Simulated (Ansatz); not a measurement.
Cost and result for the atomization energy of CH$_{2}$InN (5 atoms, 3 bonds).

```xyz
5

C    -1.346   -0.790   -0.122
N    -0.492   -0.035   -0.022
In    1.459    1.918    0.227
H    -2.142   -1.497   -0.216
H     2.521    0.404    0.134
```

The species carries charge 0 and has multiplicity 1. Correlated methods include outer-core shells of In, which these sets cover unevenly. In takes the def2 core potential. The bonds changed during the relaxation, so this is another structure than the one it started from. Geometry: relaxed with PBE0-D4/def2-TZVP. Program: Ansatz. All runs use 2 threads of an Intel Xeon Platinum 8375C on a shared host. Times are those of one run each, without the atoms' runs, and a repeat can differ threefold. Electronic energies, without spin–orbit coupling; frozen cores. CCSD(T)/CBS adds CCSD(T) − MP2 in def2-TZVPP to the MP2 limit, and its time is that of the two runs behind it. T1 = 0.016. With those shells the extrapolation isn't a true limit. B3LYP takes the VWN-RPA correlation (the form of Gaussian; ORCA's B3LYP/G). HSE06 is the plane-wave form, built on full-range PBE exchange.

CCSD(T)/CBS is a level of theory with its own doubt, some kJ/mol a heavy atom from the limit and from the frozen cores, so smaller differences don't rank the functionals.

| level | functions | wall time | atomization (kJ/mol) | difference from CCSD(T)/CBS | per bond |
| --- | --- | --- | --- | --- | --- |
| LDA (SPW92)/def2-TZVPP | 140 | 0.9 s | 1840.1 | 244.1 | 81.4 |
| PBE0-D4/def2-TZVPP | 140 | 1.6 s | 1580.0 | -16.0 | -5.3 |
| CAM-B3LYP-D4/def2-TZVPP | 140 | 1.7 s | 1599.0 | 3.0 | 1.0 |
| CCSD(T)/def2-SVP | 64 | 1.9 s | 1499.1 | -96.9 | -32.3 |
| B3LYP-D4/def2-TZVPP (with forces) | 140 | 2 s | 1603.1 | 7.1 | 2.4 |
| HSE06-D4/def2-TZVPP | 140 | 2.1 s | 1581.2 | -14.8 | -4.9 |
| r2SCAN-D4/def2-TZVPP (with forces) | 140 | 2.5 s | 1572.4 | -23.6 | -7.8 |
| B2PLYP/def2-TZVPP | 140 | 3.2 s | 1585.1 | -10.9 | -3.6 |
| ωB97X-V/def2-TZVPP | 140 | 4.1 s | 1593.6 | -2.4 | -0.8 |
| B97M-V/def2-TZVPP | 140 | 4.3 s | 1599.9 | 3.9 | 1.3 |
| MP2/def2-QZVPP | 256 | 7 s | 1608.9 | 12.9 | 4.3 |
| CCSD(T)/def2-TZVPP | 140 | 16 s | 1543.4 | -52.6 | -17.5 |
| CCSD(T)/CBS(def2) | – | 23 s | 1596.0 | 0.0 | 0.0 |

At CCSD(T), def2-SVP lies −96.9 kJ/mol from the extrapolated value and def2-TZVPP −52.6 kJ/mol: correlation converges slowly with the basis, and small sets miss more of it in the bonded molecule than in its fragments. In def2-TZVPP, CCSD(T) changes the Hartree–Fock value by +524.7 kJ/mol (the triples alone add +38.9 kJ/mol) and MP2 by +559.1 kJ/mol; breaking electron pairs costs correlation energy, which Hartree–Fock lacks. From r2SCAN to r2SCAN0 (25 % exact exchange), in def2-TZVPP and without D4, the atomization energy moves by −52.0 kJ/mol: exact exchange takes away binding that semilocal exchange gives to molecules.

Spin–orbit coupling would lower the free In atoms strongly, and the atomization energy with them, by more than many differences here.
